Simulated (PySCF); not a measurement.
A geometry optimisation, step by step.

Species: C5H14OS2Si2.
Bonds: C1–Si2, Si2–C3, Si2–C4, Si2–O5, O5–Si6, Si6–S7, S7–C8, C8–C9, C9–S10, Si6–S10. Hydrogens: H11, H12, H13 on C1; H14, H15, H16 on C3; H17, H18, H19 on C4; H20 on Si6; H21, H22 on C8; H23, H24 on C9.

Computed by this run: PySCF 2.14.0, PBE0-D3(BJ)/def2-SVP geometry optimisation, gas phase; density fitting, grid level 1; the optimiser is geomeTRIC in internal coordinates, started from a GFN2-xTB structure with every atom displaced at random (about 0.01 Å). 4 of its 17 geometries are shown. The frame can shift and turn from step to step; on so coarse a grid that alone can change the energy by a few meV, and forces under 0.02 eV/Å are noise.

Step 0: E = -44852.1861 eV, largest atomic force 2.873 eV/Å
```
atom  x, y, z in Å  |  force x, y, z in eV/Å
C1     -2.883   -1.299    1.104   -1.612   2.263  -0.731
Si2    -1.791   -0.123    0.088   -0.456  -0.005  -0.242
C3     -2.120    1.721    0.432    0.472  -0.858   0.617
C4     -1.761   -0.499   -1.776   -2.361   0.195   1.264
O5     -0.262   -0.455    0.638   -0.481  -0.405   0.146
Si6     1.241    0.015    0.907    1.105  -0.176  -0.090
S7      2.607   -1.586    0.476   -0.041   0.016   0.026
C8      3.885   -0.459   -0.208   -0.695  -0.730  -0.442
C9      3.261    0.506   -1.176    0.107   0.112  -1.134
S10     1.959    1.527   -0.413    0.121   0.391  -0.024
H11    -2.839   -1.065    2.171    0.174   0.097   0.231
H12    -2.625   -2.313    0.960    0.439  -1.581  -0.289
H13    -3.971   -1.150    0.801    1.003  -0.278   0.257
H14    -3.079    2.053    0.068   -0.700   0.254  -0.335
H15    -1.338    2.326   -0.025    0.259   0.192  -0.356
H16    -2.078    1.945    1.514   -0.067  -0.183  -0.090
H17    -1.490   -1.515   -1.968    0.371  -1.077  -0.102
H18    -2.791   -0.356   -2.196    0.527  -0.048   0.161
H19    -1.110    0.142   -2.306    1.126   1.073  -0.718
H20     1.352    0.483    2.283   -0.030   0.203   0.580
H21     4.317    0.068    0.618    0.722   0.470   0.686
H22     4.622   -1.115   -0.696    0.084   0.155   0.035
H23     4.025    1.200   -1.597   -0.301  -0.173   0.255
H24     2.804   -0.032   -2.036    0.233   0.091   0.295
```

Step 5: E = -44852.5437 eV, largest atomic force 0.170 eV/Å
```
atom  x, y, z in Å  |  force x, y, z in eV/Å
C1     -2.986   -1.190    0.944    0.023  -0.019   0.014
Si2    -1.642   -0.151    0.169   -0.053   0.004  -0.089
C3     -1.985    1.677    0.380   -0.018  -0.015   0.001
C4     -1.388   -0.554   -1.642    0.043  -0.062   0.086
O5     -0.221   -0.551    0.974    0.015   0.087   0.145
Si6     1.298    0.003    1.254   -0.012  -0.027  -0.061
S7      2.718   -1.503    0.693    0.013  -0.022   0.047
C8      3.699   -0.456   -0.440    0.070  -0.012  -0.130
C9      2.833    0.534   -1.190    0.041   0.035   0.042
S10     1.927    1.618   -0.021   -0.032  -0.024  -0.001
H11    -3.090   -0.954    2.015   -0.017   0.019  -0.009
H12    -2.745   -2.260    0.862    0.018  -0.054  -0.015
H13    -3.957   -1.023    0.455   -0.030   0.025   0.000
H14    -2.902    1.955   -0.164   -0.012   0.015   0.013
H15    -1.157    2.277   -0.027    0.011   0.004   0.022
H16    -2.126    1.942    1.440    0.015   0.011  -0.007
H17    -1.102   -1.611   -1.763   -0.028  -0.021  -0.019
H18    -2.293   -0.365   -2.239    0.008   0.005  -0.021
H19    -0.569    0.061   -2.042    0.001   0.058  -0.051
H20     1.373    0.431    2.675    0.018  -0.015  -0.015
H21     4.489    0.066    0.120   -0.029   0.013   0.070
H22     4.188   -1.149   -1.143   -0.031   0.006   0.001
H23     3.455    1.206   -1.800   -0.009  -0.013  -0.027
H24     2.120    0.017   -1.850   -0.004   0.002   0.005
```

Step 11: E = -44852.5843 eV, largest atomic force 0.158 eV/Å
```
atom  x, y, z in Å  |  force x, y, z in eV/Å
C1     -2.789   -1.281    0.880   -0.093   0.107   0.027
Si2    -1.611    0.023    0.253   -0.038  -0.035   0.074
C3     -2.310    1.750    0.382    0.057   0.053   0.017
C4     -1.091   -0.372   -1.501   -0.043  -0.064   0.096
O5     -0.287   -0.009    1.300    0.017  -0.070  -0.085
Si6     1.342    0.151    1.307    0.099   0.104   0.066
S7      2.337   -1.606    0.572    0.027   0.015  -0.086
C8      3.483   -0.717   -0.554   -0.079  -0.077   0.012
C9      2.785    0.423   -1.261    0.029   0.017  -0.048
S10     2.110    1.630   -0.061   -0.040  -0.044   0.039
H11    -3.074   -1.093    1.927    0.005   0.011  -0.003
H12    -2.332   -2.277    0.828    0.063  -0.102  -0.008
H13    -3.708   -1.297    0.274   -0.045  -0.014  -0.005
H14    -3.234    1.894   -0.198   -0.034  -0.046  -0.009
H15    -1.564    2.474    0.015   -0.013   0.006   0.031
H16    -2.520    1.983    1.438   -0.029   0.040  -0.029
H17    -0.531   -1.318   -1.537    0.036  -0.015  -0.017
H18    -1.987   -0.480   -2.136    0.037   0.018  -0.027
H19    -0.465    0.428   -1.918    0.072   0.069  -0.060
H20     1.718    0.499    2.700   -0.022   0.013  -0.030
H21     4.345   -0.350    0.020    0.034   0.012   0.038
H22     3.844   -1.465   -1.277   -0.028  -0.002   0.000
H23     3.497    0.981   -1.890   -0.008   0.009   0.013
H24     1.974    0.049   -1.904   -0.004  -0.005  -0.006
```

Step 16: E = -44852.5982 eV, largest atomic force under 0.02 eV/Å
```
atom  x, y, z in Å  |  force x, y, z in eV/Å
C1     -2.816   -1.256    0.907   -0.001   0.002   0.001
Si2    -1.601    0.018    0.282    0.000  -0.008   0.000
C3     -2.304    1.749    0.353    0.002   0.002   0.002
C4     -1.016   -0.392   -1.450    0.000   0.004  -0.005
O5     -0.284   -0.027    1.337    0.002   0.004  -0.001
Si6     1.348    0.127    1.322    0.004  -0.003   0.002
S7      2.283   -1.626    0.498    0.000  -0.001  -0.003
C8      3.429   -0.733   -0.615   -0.004   0.002   0.003
C9      2.762    0.461   -1.264   -0.001   0.001   0.000
S10     2.121    1.631   -0.009   -0.003  -0.001  -0.003
H11    -3.113   -1.038    1.944    0.002   0.001   0.001
H12    -2.369   -2.262    0.886   -0.001   0.001   0.000
H13    -3.726   -1.274    0.287    0.001   0.000   0.002
H14    -3.201    1.847   -0.278    0.003   0.001  -0.004
H15    -1.556    2.477    0.002    0.000   0.000   0.002
H16    -2.581    2.017    1.385   -0.004  -0.002   0.000
H17    -0.441   -1.331   -1.457    0.001   0.001   0.001
H18    -1.866   -0.499   -2.142   -0.003  -0.002   0.003
H19    -0.368    0.413   -1.834    0.001  -0.002   0.003
H20     1.746    0.434    2.718    0.001   0.001   0.000
H21     4.319   -0.422   -0.047    0.001   0.000  -0.003
H22     3.743   -1.463   -1.378    0.000  -0.001   0.001
H23     3.486    1.030   -1.867    0.001   0.000   0.001
H24     1.939    0.139   -1.921    0.001   0.000  -0.001
```

**Question.** Summarise the path.

**Answer.** The energy falls by 9.50 kcal/mol from step 0 to step 16; nine tenths of that is first reached at step 8. It falls at every step. The largest force goes from 2.873 to under 0.02 eV/Å. Among the bonds C4–H19 changes most (a near tie, within 0.001 Å, with another), from 1.056 to 1.102 Å; the atoms move by 0.660 Å rms after alignment.

**Question.** Follow the three bonds and two angles with the largest change from start to end.

**Answer.** 
| step | E above end (kcal/mol) | largest force (eV/Å) | C4–H19 (Å) | C1–H12 (Å) | O5–Si6 (Å) | Si2–O5–Si6 (°) | C4–Si2–O5 (°) |
| --- | --- | --- | --- | --- | --- | --- | --- |
| 0 | 9.50 | 2.873 | 1.056 | 1.056 | 1.598 | 149.8 | 105.7 |
| 1 | 2.71 | 0.240 | 1.107 | 1.107 | 1.632 | 147.5 | 107.1 |
| 2 | 2.27 | 0.189 | 1.102 | 1.101 | 1.632 | 146.8 | 107.3 |
| 3 | 1.82 | 0.160 | 1.098 | 1.097 | 1.635 | 145.1 | 107.5 |
| 4 | 1.49 | 0.198 | 1.098 | 1.097 | 1.638 | 143.2 | 107.5 |
| 5 | 1.26 | 0.170 | 1.100 | 1.100 | 1.641 | 141.6 | 107.3 |
| 6 | 1.11 | 0.162 | 1.103 | 1.102 | 1.642 | 140.8 | 107.2 |
| 7 | 1.02 | 0.141 | 1.103 | 1.103 | 1.641 | 140.3 | 107.3 |
| 8 | 0.92 | 0.116 | 1.103 | 1.102 | 1.641 | 139.8 | 107.7 |
| 9 | 0.76 | 0.143 | 1.101 | 1.101 | 1.640 | 140.0 | 108.6 |
| 10 | 0.49 | 0.146 | 1.099 | 1.098 | 1.638 | 140.2 | 110.2 |
| 11 | 0.32 | 0.158 | 1.098 | 1.098 | 1.637 | 141.4 | 111.1 |
| 12 | 0.10 | 0.105 | 1.099 | 1.099 | 1.638 | 140.5 | 110.2 |
| 13 | 0.04 | 0.053 | 1.101 | 1.101 | 1.639 | 140.5 | 109.0 |
| 14 | 0.01 | 0.043 | 1.102 | 1.102 | 1.639 | 140.6 | 109.0 |
| 15 | 0.00 | under 0.02 | 1.101 | 1.101 | 1.639 | 140.4 | 109.2 |
| 16 | 0.00 | under 0.02 | 1.102 | 1.101 | 1.639 | 140.2 | 109.2 |

What follows is the cost of the whole optimisation. The run took 23 min of wall time on one thread, AMD EPYC (x86_64), shared host with 64 logical CPUs at a one-minute load of 56, and the process peaked at 1.0 GiB of memory.
